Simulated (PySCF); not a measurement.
Input of a run (PBE0-D3(BJ)/def2-SVP geometry optimisation, gas phase (PySCF 2.14.0)), started from GFN2-xTB:
```
{"job": {"xc": "PBE0", "basis": "def2-SVP", "d3": "d3bj", "grid": 2, "kind": "geom"}, "charge": 0, "multiplicity": 1}
C     -0.885816    -1.639543     0.164046
N     -0.486092    -0.262140     0.066826
C     -1.320880     0.789933     0.185908
Br    -3.156446     0.553831     0.477549
C     -0.624486     1.974524     0.066017
C      0.704198     1.612752    -0.134526
C      0.790549     0.219363    -0.131384
B      2.071646    -0.587560    -0.316507
F      2.152429    -1.912974    -0.319277
F      3.234543     0.015906    -0.497008
H     -1.769873    -1.815409    -0.451101
H     -1.127158    -1.894995     1.199044
H     -0.079980    -2.280142    -0.179955
H     -1.042253     2.959366     0.118578
H      1.535204     2.275077    -0.270123
```

Output (energies in Eh, forces in Eh/bohr):
```
step   0  E = -3045.66172036  max force = 0.015083
step   1  E = -3045.66301435  max force = 0.003381
step   2  E = -3045.66305774  max force = 0.001501
step   3  E = -3045.66306963  max force = 0.001015
step   4  E = -3045.66307655  max force = 0.000656
step   5  E = -3045.66307875  max force = 0.000971
step   6  E = -3045.66308225  max force = 0.000357
optimisation converged
```

Task: Summarise the run.

Result: The energy falls by 0.85 kcal/mol over 7 energy and gradient evaluations, the largest force component goes from 0.0151 to 3.6e-04 Eh/bohr, and the atoms move by 0.020 Å rms after alignment. Among the bonds, C5–H14 and C6–H15 change most and about equally (+0.016 to +0.017 Å). Bonds longer at the end by more than 0.005 Å: 10 of 15; shorter: 1. Among the angles that change most is F9–B8–F10, from 113.7° to 116.1°. The energy never rose by more than 1e-6 Eh on the way. The first step brought 95 % of the lowering.

Task: What are the final bond lengths?

Result: C1–N2 1.445 Å, N2–C3 1.357 Å, C3–Br4 1.859 Å, C3–C5 1.387 Å, C5–C6 1.404 Å, C6–C7 1.396 Å, C7–B8 1.526 Å, B8–F9 1.331 Å, B8–F10 1.324 Å, N2–C7 1.388 Å, C1–H11 1.099 Å, C1–H12 1.101 Å, C1–H13 1.094 Å, C5–H14 1.087 Å, C6–H15 1.089 Å. Numbering counts from 1 in the input's order; the species is `CN1C(Br)=CC=C1B(F)F`.

The run used 183 basis functions and 48 SCF cycles in all.

Whether it is a minimum is left open (no frequencies).

Conformer computed: `[CH3:1][n:2]1[c:3]([Br:4])[cH:5][cH:6][c:7]1[B:8]([F:9])[F:10]`: C6–C7–B8–F9 180°.
